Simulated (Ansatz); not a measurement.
A made-up structure of CHOSe, doublet:

C1  (-0.136, 0.173, -0.085)
O2  (-1.468, 0.191, -0.146)
Se3  (1.014, -1.460, 0.711)
H4  (0.590, 1.096, -0.480)
(Å)

It is relaxed with PBE-D4/def2-SVP and then PBE0-D4/def2-TZVP (Ansatz 0.2.0). Atoms count as bonded within 1.22 times the sum of their covalent radii (H–H: 0.88 Å). The end point is not checked to be a true minimum.

(1) Does its bonding change? (Judge from chemistry; the calculation decides.)

## Answers

(1) The calculation gives: No: no bond forms or breaks.

Where it ends: The first stage lowers the energy by 1.06 eV in 7 steps. It ends as CHOSe ([O][CH][Se]):
C1  (-0.121, 0.154, -0.076)
O2  (-1.311, 0.171, -0.131)
Se3  (0.905, -1.304, 0.635)
H4  (0.527, 0.979, -0.428)
(Å)

Labels in which every atom is bracketed show which atoms are joined, not bond orders.

For scale, one of the runs: PBE0-D4/def2-TZVP relaxation, 116 basis functions, launched by `ansatz run in.yaml --threads 2 --pin off --events-out ev --progress --plain --max-ram 4352MiB`. Hardware: 2 CPU threads of an Arm Neoverse V1, shared host. Wall time about 29 s.
